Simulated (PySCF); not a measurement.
VOF2, SMILES [O]=[V]([F])[F] (connectivity only; charge and spin as stated), neutral, multiplicity 2. Atoms are numbered in the order given.

```xyz
4

V     -0.1183    -0.0471     0.0000
O      0.1176    -1.5753     0.0000
F      0.0989     0.7603    -1.5166
F      0.0989     0.7603     1.5166
```
Charge 0, spin multiplicity 2.

The structure is a stationary point at PBE0-D3(BJ)/def2-SVP. The spin state was assumed, not searched. The isomer is the one that the SMILES or the coordinates give; other isomers of the formula were not compared.

These are M06-2X/def2-TZVPD (PySCF) values and carry that method's errors.

Mulliken values depend strongly on the basis, most of all with diffuse functions as here. ESP charges are fitted to the potential on shells at 1.4 to 2.0 van der Waals radii. Atomic charges (e):

| atom | ESP fit | Mulliken | meta-Löwdin | Mulliken spin |
|---|---|---|---|---|
| V1 | 1.25 | 2.01 | ___ | 1.08 |
| O2 | -0.47 | -0.67 | ___ | -0.09 |
| F3 | -0.39 | -0.67 | ___ | 0.01 |
| F4 | -0.39 | -0.67 | ___ | 0.01 |

Task: Complete the blanks. (Estimate from the structure and the level; the computed values follow.)

Result: 
- V1, meta-Löwdin: 1.60
- O2, meta-Löwdin: -0.48
- F3, meta-Löwdin: -0.56
- F4, meta-Löwdin: -0.56
